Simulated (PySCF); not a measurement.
C2H5NO2Si, SMILES O[Si@@H]1C=NCO1.

The structure is a stationary point at ωB97X-D3(BJ)/def2-SVP. The structure was generated by enumeration; whether it is a known compound was not checked. The values are those of a single conformer.

Two levels are set side by side: TDA-PBE/def2-SVPD (PySCF) and TDA-M06-2X/def2-SVPD (PySCF). Vertical, same geometry. The lowest singlet is HOMO→LUMO 99 % with PBE and HOMO→LUMO 87 % with the other functional; states are paired by order. Differences are taken from unrounded values.

```tsv
quantity	TDA-M06-2X
lowest singlet excitation (eV)	4.37
lowest triplet excitation (TDA) (eV)	3.64
first bright state (f over 0.05) (eV)	6.96
its oscillator strength	0.13
```

Question: What does TDA-PBE give, and how far is it from TDA-M06-2X? (An estimate is asked for; the answer gives what the named calculation found.)

Answer: 
| quantity | TDA-PBE | TDA-PBE minus TDA-M06-2X |
|---|---|---|
| lowest singlet excitation (eV) | 4.26 | -0.11 |
| lowest triplet excitation (TDA) (eV) | 3.44 | -0.20 |
| first bright state (f over 0.05) (eV) | 5.18 | -1.78 |
| its oscillator strength | 0.05 | -0.08 |

Rough cost on one machine, each run with all the roots and properties that it gave: TDA-M06-2X against TDA-PBE about 9 times.
